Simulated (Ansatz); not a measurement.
Stepwise reaction of `[F][Ti]([Cl])([Cl])[SeH]` with hydrogen fluoride, as a gas-phase model of exchange steps in deposition or etching. ΔE in kJ/mol; ΔG adds harmonic PBE0-D4 terms to CCSD(T)/CBS, at 1 bar.

Gas-phase electronic energies from Ansatz, PBE0-D4/def2-TZVP geometries. CBS: MP2 limit from def2 TZ/QZ plus the TZ coupled-cluster correction, frozen cores. This one scheme is used for every species. Functionals use def2-TZVPP. B3LYP here is the variant with VWN-RPA as its local correlation; programs differ in this. For Se, Ti outer-core shells are correlated without core-valence functions, which leaves a few kJ/mol of doubt a bond. Scalar relativity is left out up to krypton. One conformer a species, not always the lowest.

| step | reaction | PBE-D4 | B3LYP-D4 | ωB97M-V | CCSD(T)/CBS | ΔG(500 K) |
| --- | --- | --- | --- | --- | --- | --- |
| 1 | `[F][Ti]([Cl])([Cl])[SeH]` + H–F → `[F][Ti]([F])([Cl])[SeH]` + HCl | -19.5 | -19.3 | -23.7 | -6.8 | -13.3 |

(1) Give the row of step 2, `[F][Ti]([F])([Cl])[SeH]` + H–F → `[F][Ti]([F])([F])[SeH]` + HCl. (An estimate is asked.)

(2) By hand: ΔE of the 2 steps together at CCSD(T)/CBS.

## Answers

(1) The calculation gave: 
```csv
step,reaction,PBE-D4,B3LYP-D4,ωB97M-V,CCSD(T)/CBS,ΔG(500 K)
2,`[F][Ti]([F])([Cl])[SeH]` + H–F → `[F][Ti]([F])([F])[SeH]` + HCl,-19.2,-19.3,-23.6,-8.3,-15.8
```

(2) (-6.8) + (-8.3) = -15.1 kJ/mol, or -7.6 kJ/mol a step.

In ΔE the steps differ by no more than 1.5 kJ/mol. All are downhill at CCSD(T)/CBS. ΔG lies between -15.8 and -13.3 kJ/mol a step. PBE-D4 differs from CCSD(T)/CBS by -12.7 to -10.9 kJ/mol a step. Only this route is followed, and other bonds may react first. Isolated molecules leave out the surface, adducts and barriers. Largest T1 diagnostic: 0.024.
